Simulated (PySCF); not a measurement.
How methods differ on the ionisation energy of Nd⁴⁸⁺

Nd⁴⁸⁺ [Ne] 3s2 (1S) → Nd⁴⁹⁺ [Ne] 3s1 (2S), as a difference of total energies. Computed with PySCF 2.14 in an even-tempered Gaussian basis (16 s from 11 bohr⁻², ratio 2.5; 10 p from 14 bohr⁻², ratio 2.5; 4 d from 52 bohr⁻², ratio 2.7; 4 f from 78 bohr⁻², ratio 2.7), with no relativity, point nucleus. Correlated levels: outer shells: 1s2 frozen; virtual orbitals above 40 to 60 times the deepest correlated orbital energy dropped. The calculations carry no spin-orbit coupling.

```csv
method,ionisation energy (eV)
UHF,4003.3
MP2 (outer shells),4007.8
SCS-MP2 (outer shells),4008.4
CCSD (outer shells),4009.4
CCSD(T) (outer shells),4009.5
```

Problem. How much does correlation contribute at CCSD(T) (outer shells)?

Solution. 4009.5 − (4003.3) = 6.2 eV, measured against UHF.

The gap to the reference is mostly relativistic.

For comparison: 4198 ± 4 eV (theoretical estimate listed by NIST; NIST Atomic Spectra Database, ionization energies).
